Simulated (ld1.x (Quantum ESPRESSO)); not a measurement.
## What one change does to a pseudopotential (argon, TM)

Ar (Z = 18), norm-conserving Troullier–Martins (Kleinman–Bylander form), made with ld1.x (Quantum ESPRESSO) 7.5 (PW91, scalar-relativistic). Core [Ne], reference 3s2 3p6. Waves: 3p (bound): rc 1.30 bohr; 3d channel at 0.05 Ry: rc 1.35 bohr; 3s (bound): rc 1.00 bohr. Local part: the s channel. Core correction: none.

Change: local potential the p channel.

Cutoffs: the cutoffs (Ry, on a coarse ladder) from which the occupation-weighted sum of valence levels, in a spherical-Bessel basis at the reference potential, stays within 10 and 1 mRy of its value at 400 Ry; they do not see the model core or the augmentation charge, which bear on the density cutoff. Errors are all-electron minus pseudo energies relative to the spin-unpolarised reference configuration.

Problem. What does the change do?

Solution. The potential gets neither clearly harder nor softer (80 Ry and 160 Ry → 80 Ry and 160 Ry); of the 6 tests that both files solve, the error grows in 0 and shrinks in 2 by more than 15 % and 0.3 meV (median size 15.9 → 13.5 meV); neither file shows a bound ghost.

```csv
quantity,base,changed
"cutoff, loose",80 Ry,80 Ry
"cutoff, tight",160 Ry,160 Ry
loose cutoff by channel (10 mRy a level),"p 15 Ry, s 70 Ry","s 60 Ry, p 15 Ry"
bound ghosts,none,none
"error for 3s2 3p5, meV [ΔE 16.12 eV]",+2.9,+2.2
"error for 3s2 3p4, meV [ΔE 44.85 eV]",+25,+22
"error for 3s2 3p3, meV [ΔE 87.51 eV]",+89,+81
"error for 3s2 3p5.5, meV [ΔE 6.58 eV]",+0.2,0.0
"error for 3s1 3p6, meV [ΔE 30.72 eV]",+6.9,+5.4
"error for 3s2 3p2, meV [ΔE 145.24 eV]",+232,+218
s: phases at 1.50 bohr within 0.05 rad from the reference energy up to (Ry; the scan ends near 5),to the end of the scan,to the end of the scan
p: phases at 1.50 bohr within 0.05 rad from the reference energy up to (Ry; the scan ends near 5),to the end of the scan,to the end of the scan
d: phases at 1.50 bohr within 0.05 rad from the reference energy up to (Ry; the scan ends near 5),to the end of the scan,to the end of the scan
```
